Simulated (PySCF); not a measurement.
Species: C6H13Si (doublet state).
SMILES with atom numbers: `[CH3:1][C@@H:2]1[CH2:3][CH:4][Si@H:5]([CH3:6])[CH2:7]1` (hydrogens: H8, H9, H10 on C1; H11 on C2; H12, H13 on C3; H14 on C4; H15 on Si5; H16, H17, H18 on C6; H19, H20 on C7)

Structure used (GFN2-xTB), in Å, numbered top down from 1:
```
atom  x, y, z in Å
C1    -2.453   -0.903   -0.338
C2    -1.254   -0.260    0.351
C3    -1.040    1.189   -0.109
C4     0.332    1.618    0.242
Si5    1.413    0.176    0.646
C6     3.039    0.051   -0.331
C7     0.042   -1.037    0.112
H8    -3.361   -0.334   -0.147
H9    -2.601   -1.918    0.026
H10   -2.294   -0.948   -1.414
H11   -1.439   -0.239    1.431
H12   -1.170    1.242   -1.200
H13   -1.798    1.858    0.315
H14    0.575    2.667    0.182
H15    1.719    0.024    2.083
H16    2.877    0.080   -1.404
H17    3.693    0.877   -0.071
H18    3.564   -0.869   -0.095
H19    0.124   -1.288   -0.946
H20    0.027   -1.975    0.662
```

The hyperfine couplings belong to this conformer and change with its torsions.

Computed with UKS B3LYP, pcH-1 on C H Si, non-relativistic, mean-field spin-orbit, GIAO (PySCF 2.14.0). One conformer (not necessarily the lowest) at the GFN2-xTB geometry, without solvent, vibrations or thermal averaging. Couplings are sensitive to structure, and on GFN2-xTB geometries they can be far from those on DFT ones. No stability test was run, so a lower SCF solution isn't excluded.

The Mulliken spin populations are largest on C4 (+0.99) and C3 (-0.09). C4 is the only atom above +0.15. The positive populations add up to 1.15 and the negative ones to -0.15, together 2S = 1. The angles at C4 add up to 359.9°, so it is planar; its axial dipolar tensor and the negative coupling of its proton fit spin in a p orbital normal to that plane.

(1) Find Q in a(H) = Q·ρ(C) for the protons on the planar carbons that carry spin.

(2) List the C–H protons on four-coordinate carbons next to a three-coordinate spin centre, with their couplings and θ (C–H bond against the normal to the plane of the centre's neighbours, projected along the bond that joins the two).

Answers

(1) 
```csv
H,C,ρ(C),a(H) (G),a/ρ (G)
H14,C4,+0.992,-19.94,-20.1
```

One proton gives one ratio, Q = -20.1 G, and no test of linearity. In every row coupling and population have opposite signs.

(2) 
```
β H  on  centre  θ (°)  cos²θ   a (G)
H12  C3      C4     14   0.94  +53.41
H13  C3      C4     49   0.44  +27.16
```

Couplings in gauss use g_iso = 2.0026.
